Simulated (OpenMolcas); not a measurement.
Ti3+: moving or changing the point charges

Ti3+ among 4 point charges of -1 e arranged as a square (D4h), 1.72 Å from the ion.
```
   1.7200    0.0000    0.0000  -1.00
   0.0000    1.7200    0.0000  -1.00
  -1.7200    0.0000    0.0000  -1.00
   0.0000   -1.7200    0.0000  -1.00
```

```json
{"Program": "OpenMolcas", "Method": "CASSCF", "Basis": "ANO-RCC-VDZP [5s4p2d1f]", "Scalar Hamiltonian": "DKH2, point nucleus", "Active space": "1 electron in 5 orbitals (3d)", "State averaging": "2S+1 = 2 even, 5 roots", "Spin-orbit coupling": "RASSI with atomic mean-field integrals over the reference wave functions"}
```

Runs around this geometry, states (labels of D4, the rotations of D4h). Energies in cm-1 above the lowest state or level, χT in cm3 K/mol.

```csv
R (Å),q (e),Ground state,First state of that spin,First gap with spin-orbit (degeneracies),χT at 300 K
1.72,-0.5,2A1,2E 498.9,"559.1 (2, 2)",0.516
1.56,-1,2A1,2E 3094,"3042 (2, 2)",0.408
1.72,-1,2A1,2E 2174,"2130 (2, 2)",0.421
1.89,-1,2A1,2E 1628,"1595 (2, 2)",0.434
```

Taking the first state of the same spin as R^-n, n = -ln(1628 / 3094) / ln(1.89 / 1.56) = 3.3 between the shortest and longest distance.

Scaling the charges by -0.5 / -1 = 0.50 scales the first state of the same spin by 498.9 / 2174 = 0.23; with fixed orbitals a first-order splitting would follow the charge.

Point charges carry no covalency, so the field is a model and not that of real ligands. No measured value stands beside these numbers.
